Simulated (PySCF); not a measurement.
Isomers of C6H14OSi, one GFN2-xTB conformer each. Single-point energies are computed at PBE0/pcSseg-1 (PySCF, gas phase, no added dispersion term), electronic only.

```json
{"SMILES": "C=C(C)O[Si](C)(C)C", "GFN2-xTB relative energy (kJ/mol)": "0.0"}
{"SMILES": "COC[SiH2]CC1CC1", "GFN2-xTB relative energy (kJ/mol)": "149.7"}
```

Conformers: `[CH2:1]=[C:2]([CH3:3])[O:4][Si:5]([CH3:6])([CH3:7])[CH3:8]` with C1–C2–O4–Si5 5°; `[CH3:1][O:2][CH2:3][SiH2:4][CH2:5][CH:6]1[CH2:7][CH2:8]1` with C1–O2–C3–Si4 178°, O2–C3–Si4–C5 56°, C3–Si4–C5–C6 59°, Si4–C5–C6–C7 -153°.

Task: What does PBE0/pcSseg-1 give for the same structures?

Result: 
| SMILES | PBE0/pcSseg-1 E (Eh) | PBE0/pcSseg-1 (kJ/mol) | GFN2-xTB (kJ/mol) | point group |
| --- | --- | --- | --- | --- |
| C=C(C)O[Si](C)(C)C | -601.29439 | 0.0 | 0.0 | near Cs |
| COC[SiH2]CC1CC1 | -601.19182 | 269.3 | 149.7 | C1 |

Both levels put the same isomer lowest. As drawn, the lower has an Si–O bond and a C=C bond outside aromatic rings, which the higher lacks; the higher has a three-membered ring, which the lower lacks.

Task: Which frontier levels, dipoles and rotational constants go with these structures?

Result: 
```tsv
SMILES	HOMO (eV, PBE0/pcSseg-1)	LUMO (eV)	dipole (D)	A, B, C (MHz)
C=C(C)O[Si](C)(C)C	-6.61	0.87	0.34	2342, 1084, 984.7
COC[SiH2]CC1CC1	-7.43	1.28	1.18	2150, 1100, 810.5
```
